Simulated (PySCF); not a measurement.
Bond stretch in SMILES [AsH3]. The As1–H4 bond (As1 also carries H, H; H4 carries nothing else) is stretched with both fragments frozen at the PBE0/def2-TZVP optimised geometry.

Calculation: PySCF 2.14.0 with CCSD(T) on UHF/cc-pVTZ, 9 core orbitals frozen.

**Question.** Relative to R = 1.52 Å, what are the energies at R = 1.29, 1.77, 3.37, 3.77 Å?

**Answer.** 63.6 kJ/mol at 1.29 Å, 41.2 kJ/mol at 1.77 Å, 326.5 kJ/mol at 3.37 Å, 330.4 kJ/mol at 3.77 Å.

The unrestricted determinant behind UCCSD(T) is spin-contaminated at 2.06 to 5.29 Å (<S²> up to 1.0, against 0.00 for a pure singlet).
